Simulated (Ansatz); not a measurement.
Energy needed to pull apart GaSO (SMILES [O]1[S][Ga]1), doublet, into free ground-state atoms, from the structure below (at a frame of a short PBE0-D4/def2-SVP trajectory); no zero-point or spin–orbit terms; open-shell atoms are treated unrestricted, in their ground-state multiplicity.

O1  (0.560, 0.539, 0.367)
S2  (-0.902, 0.835, -0.401)
Ga3  (0.359, -1.379, 0.043)
(Å)

Program: Ansatz 0.2.0. Basis: def2-TZVPP. Cores are frozen in the correlated methods; orbitals are unrestricted. Filled d shells of the heavier atoms are correlated. The def2 sets are not built for correlating such inner shells, so the correlated values are less sure here.

| method | atomization energy (kcal/mol) |
| --- | --- |
| PBE-D4 | 199.8 |
| r2SCAN-D4 | 188.1 |
| PBE0-D4 | 182.1 |
| wB97M-V | ? |
| HF | 85.2 |
| MP2 | 185.1 |
| CCSD | ? |
| CCSD(T) | 173.4 |

(1) What does wB97M-V give? (An estimate is asked for; the value comes from the calculation.)

(2) What does CCSD give? (To be estimated.)

The T1 diagnostic stays at or below 0.023. ⟨S²⟩ of the unrestricted Hartree–Fock references: 0.78 (a pure state has 0.75).

Results:

(1) By the calculation: 183.7 kcal/mol, which is about 10.2 kcal/mol more than CCSD(T)/def2-TZVPP.

(2) Computed: 163.5 kcal/mol, which is about 9.9 kcal/mol less than CCSD(T)/def2-TZVPP.

In triple zeta the MP2 and coupled-cluster atomization energies are still short of their basis limit by a few kcal/mol a bond, whereas those of the functionals are nearly converged, so these differences are not deviations from converged CCSD(T).

For scale, one of the runs: CCSD(T)/def2-TZVPP forces, 121 basis functions, launched by `ansatz run in.yaml --threads 2 --pin off --events-out ev --progress --plain --max-ram 3481MiB`. Time: 4.3 min of wall clock on 2 CPU threads of an Intel Xeon Platinum 8259CL; the host was shared. Peak host memory: 1.9 GiB.
